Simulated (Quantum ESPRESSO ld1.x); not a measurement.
The numbers below are computed, except where a source is named.
Coherent X-ray form factor from a spherical all-electron density. Code: ld1.x of Quantum ESPRESSO 7.5. Model: non-relativistic Kohn-Sham, LDA (Slater exchange, VWN5 correlation), spin-polarised, spherical densities, point nucleus.

sin(theta)/lambda (1/angstrom),f0 (electrons)
0.05,45.801
0.1,45.214
0.15,44.265
0.2,42.994
0.25,41.456
0.3,39.710
0.4,35.852
0.5,31.905
0.6,28.242
0.8,22.502
1,18.851
1.25,15.994
1.5,13.775
2,9.830

The species is in the configuration that NIST lists as its ground one. Which atom or ion scatters so?

Answer. The praseodymium ion Pr13+, [Kr] 4d10. Extrapolating in s^2 from the first two rows gives f0(0) = 46.0, near the electron count 46; among species with that count, the fall with angle is slower the higher Z, and the table is that of Z = 59; from so few rows the species is fixed only to a neighbour or two.
